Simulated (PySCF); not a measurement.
# Dipole response of Br- (bromine, charge -1)

[Kr], closed-shell 1S. Calculation: PySCF 2.14, in aug-cc-pV5Z-PP with ECP10MDF; scalar relativity through the core potential. Coupled (time-dependent) response in atomic units; α is the mean over directions.

```json
{"method": "BHandHLYP", "mean α (bohr³)": "45.33", "C₆ (like pair)": "493.2", "S(−4)": "646.4"}
{"method": "M06-2X", "mean α (bohr³)": "46.54", "C₆ (like pair)": "505.3", "S(−4)": "694.1"}
```

S(−4) is the Cauchy moment in α(ω) = α(0) + S(−4) ω² + …

α(iu) at BHandHLYP:

```tsv
u (hartree)	α(iu) (bohr³)
0	45.33
0.0500	43.80
0.100	40.00
0.200	30.88
0.300	23.44
0.500	14.30
0.750	8.663
1.00	5.767
1.50	3.075
2.00	1.920
3.00	0.9773
5.00	0.4183
```

For an ion, C₆ is the dispersion term alone; charge-induced terms of lower order in 1/R come first.

Energies and moments cover only the electrons outside the core potential.
